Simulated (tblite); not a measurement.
Input of a run (GFN2-xTB geometry optimisation, gas phase (tblite 0.8.0)), started from a force field or distance geometry:
```
{"job": {"kind": "relax", "xc": "GFN2-xTB", "basis": "xTB"}, "charge": 0, "multiplicity": 1}
C     -2.723300     0.172900     1.199100
C     -1.723900    -0.011000     0.325300
C     -2.059500    -0.224600    -1.087900
P     -1.343200     1.058800    -2.240900
P      0.611300     1.421100    -2.010400
N      1.449000     0.480200    -0.742100
C      1.961000     1.087800     0.371300
C      2.543400     0.114900     1.158400
C      2.377300    -1.102700     0.493500
C      1.688000    -0.845700    -0.685800
H     -2.464500     0.325700     2.255600
H     -3.774100     0.178400     0.879700
H     -0.708000    -0.009100     0.728200
H     -1.713300    -1.220200    -1.470700
H     -3.165100    -0.179500    -1.270200
H      1.895100     2.167200     0.590700
H      3.030700     0.286200     2.119100
H      2.692200    -2.091900     0.795000
H      1.417300    -1.599500    -1.415200
```

Output (eV, eV/Å):
```
step      E/eV     max force
  0    -747.55478    1.819
  1    -747.70660    1.123
  2    -747.74554    0.614
  3    -747.77784    0.434
  4    -747.80385    0.342
  5    -747.81732    0.274
  6    -747.82881    0.247
  7    -747.83633    0.178
  8    -747.84124    0.159
  9    -747.84420    0.129
 10    -747.84674    0.122
 11    -747.84950    0.147
 12    -747.85289    0.228
 13    -747.85668    0.227
 14    -747.86030    0.140
 15    -747.86356    0.159
 16    -747.86691    0.176
 17    -747.87037    0.208
 18    -747.87349    0.142
 19    -747.87630    0.165
 20    -747.87922    0.196
 21    -747.88238    0.171
 22    -747.88528    0.139
 23    -747.88743    0.155
 24    -747.88943    0.159
 25    -747.89248    0.235
 26    -747.89704    0.298
 27    -747.90218    0.239
 28    -747.90661    0.134
 29    -747.91017    0.126
 30    -747.91365    0.222
 31    -747.91805    0.245
 32    -747.92222    0.147
 33    -747.92513    0.115
 34    -747.92740    0.154
 35    -747.92991    0.217
 36    -747.93244    0.186
 37    -747.93446    0.116
 38    -747.93599    0.131
 39    -747.93760    0.137
 40    -747.93974    0.164
 41    -747.94205    0.095
 42    -747.94324    0.084
 43    -747.94438    0.081
 44    -747.94557    0.114
 45    -747.94673    0.090
 46    -747.94752    0.057
 47    -747.94809    0.057
 48    -747.94870    0.062
 49    -747.94944    0.071
 50    -747.95015    0.075
 51    -747.95067    0.057
 52    -747.95103    0.052
 53    -747.95133    0.051
 54    -747.95159    0.040
 55    -747.95182    0.040
 56    -747.95208    0.042
 57    -747.95241    0.055
 58    -747.95282    0.057
 59    -747.95323    0.062
 60    -747.95365    0.052
 61    -747.95416    0.066
 62    -747.95476    0.079
 63    -747.95533    0.059
 64    -747.95576    0.046
 65    -747.95610    0.047
 66    -747.95648    0.051
 67    -747.95702    0.061
 68    -747.95770    0.049
 69    -747.95830    0.048
 70    -747.95876    0.047
 71    -747.95922    0.045
 72    -747.95967    0.050
 73    -747.96031    0.060
 74    -747.96123    0.065
 75    -747.96242    0.085
 76    -747.96381    0.093
 77    -747.96527    0.087
 78    -747.96656    0.077
 79    -747.96791    0.104
 80    -747.96894    0.159
 81    -747.97123    0.145
 82    -747.97350    0.101
 83    -747.97493    0.062
 84    -747.97545    0.047
 85    -747.97594    0.043
 86    -747.97633    0.041
 87    -747.97657    0.039
 88    -747.97676    0.041
 89    -747.97692    0.033
 90    -747.97702    0.018
 91    -747.97706    0.015
 92    -747.97709    0.014
 93    -747.97712    0.013
 94    -747.97715    0.017
 95    -747.97719    0.020
 96    -747.97724    0.016
 97    -747.97730    0.018
 98    -747.97735    0.021
 99    -747.97743    0.021
100    -747.97753    0.022
101    -747.97765    0.024
102    -747.97779    0.032
103    -747.97792    0.030
104    -747.97808    0.035
105    -747.97834    0.041
106    -747.97873    0.052
107    -747.97928    0.061
108    -747.97992    0.069
109    -747.98067    0.073
110    -747.98140    0.084
111    -747.98178    0.091
112    -747.98240    0.134
113    -747.98294    0.060
114    -747.98330    0.033
115    -747.98373    0.046
116    -747.98399    0.041
117    -747.98429    0.043
118    -747.98453    0.041
119    -747.98473    0.033
120    -747.98501    0.031
121    -747.98517    0.025
122    -747.98525    0.019
123    -747.98532    0.017
124    -747.98538    0.015
125    -747.98545    0.023
126    -747.98555    0.024
127    -747.98570    0.027
128    -747.98586    0.030
129    -747.98606    0.041
130    -747.98630    0.031
131    -747.98656    0.033
132    -747.98676    0.033
133    -747.98694    0.035
134    -747.98712    0.034
135    -747.98733    0.033
136    -747.98755    0.028
137    -747.98772    0.026
138    -747.98783    0.034
139    -747.98794    0.024
140    -747.98801    0.014
141    -747.98806    0.016
142    -747.98811    0.018
143    -747.98817    0.017
144    -747.98822    0.019
145    -747.98826    0.012
146    -747.98827    0.008
```

Task: Summarise the run.

Result: The energy falls by 41.8 kJ/mol over 146 L-BFGS steps, the largest force on an atom goes from 1.82 to 0.008 eV/Å, and the atoms move by 0.565 Å rms after alignment. The bond that changes most is P5–N6 (ends: phosphorus bonded to N and P; pyrrole-type nitrogen), which shortens by 0.054 Å. Bonds longer at the end by more than 0.005 Å: 5 of 19; shorter: 13. Among the angles that change most is P4–P5–N6, from 116.4° to 106.0°. Among the dihedrals that turn most is H14–C3–P4–P5, from -75° to -42°. The energy never rose by more than 1e-5 eV on the way. The first step brought 35 % of the lowering.

Task: What are the final bond lengths?

Result: C1=C2 1.321 Å, C2–C3 1.491 Å, C3–P4 1.887 Å, P4=P5 2.045 Å, P5–N6 1.733 Å, N6–C7 1.368 Å, C7–C8 1.363 Å, C8–C9 1.413 Å, C9–C10 1.364 Å, N6–C10 1.370 Å, C1–H11 1.076 Å, C1–H12 1.078 Å, C2–H13 1.082 Å, C3–H14 1.091 Å, C3–H15 1.091 Å, C7–H16 1.074 Å, C8–H17 1.072 Å, C9–H18 1.072 Å, C10–H19 1.075 Å. Numbering counts from 1 in the input's order; the species is `P(=P/CC=C)/n1cccc1`.

The run took 2.4 s on one thread, Arm Neoverse N1 (aarch64), no GPU (shared host).

Its GFN2-xTB frequencies are all real (lowest 47 cm⁻¹). The numbers are those of one conformer. 3 starts were optimised and ended at 0.00, 0.68 and 1.94 kcal/mol (GFN2-xTB); the lowest of these is shown.

All values are computed, not measured.
